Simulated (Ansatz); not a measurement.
H4O2SSiTe, SMILES `O[Si](O)(S)[TeH]`, relaxed with RKS PBE0-D4/def2-TZVP in Ansatz from a PBE-D4/def2-SVP geometry. The force threshold is 0.005 eV/Å; the program also tests the step.

Charge 0, multiplicity 1. Te: def2 effective core potential.

Start:

```xyz
9

O     0.944   -0.125   -1.176
Si    0.092   -0.043    0.268
O     1.026   -0.212    1.647
S    -1.310   -1.668    0.089
Te   -0.856    2.248    0.668
H     1.435    0.694   -1.375
H     1.247   -1.139    1.856
H    -0.896   -1.921   -1.185
H    -1.683    2.167   -0.794
```

```json
{"step": "1", "energy (eV)": "-30161.4466", "largest force (eV/Å)": "0.887", "largest move (Å)": "0.000"}
{"step": "2", "energy (eV)": "-30161.4963", "largest force (eV/Å)": "0.647", "largest move (Å)": "0.054"}
{"step": "3", "energy (eV)": "-30161.5132", "largest force (eV/Å)": "0.264", "largest move (Å)": "0.045"}
{"step": "4", "energy (eV)": "-30161.5203", "largest force (eV/Å)": "0.104", "largest move (Å)": "0.044"}
{"step": "5", "energy (eV)": "-30161.5221", "largest force (eV/Å)": "0.208", "largest move (Å)": "0.063"}
{"step": "6", "energy (eV)": "-30161.5231", "largest force (eV/Å)": "0.053", "largest move (Å)": "0.031"}
{"step": "7", "energy (eV)": "-30161.5233", "largest force (eV/Å)": "0.062", "largest move (Å)": "0.022"}
{"step": "8", "energy (eV)": "-30161.5236", "largest force (eV/Å)": "0.027", "largest move (Å)": "0.026"}
{"step": "9", "energy (eV)": "-30161.5239", "largest force (eV/Å)": "0.005", "largest move (Å)": "0.013"}
{"step": "10", "energy (eV)": "-30161.5240", "largest force (eV/Å)": "0.004", "largest move (Å)": "0.005"}
{"step": "11", "energy (eV)": "-30161.5240", "largest force (eV/Å)": "0.004", "largest move (Å)": "0.005"}
{"step": "12", "energy (eV)": "-30161.5240", "largest force (eV/Å)": "0.002", "largest move (Å)": "0.002"}
```

End:

```xyz
9

O     0.948   -0.115   -1.137
Si    0.098   -0.045    0.263
O     0.993   -0.217    1.621
S    -1.289   -1.651    0.089
Te   -0.863    2.214    0.652
H     1.463    0.667   -1.349
H     1.283   -1.107    1.838
H    -0.949   -1.875   -1.191
H    -1.684    2.130   -0.786
```

It took 70 s on 4 threads of a server CPU on a shared host, with 0.68 GiB of host memory at the peak.
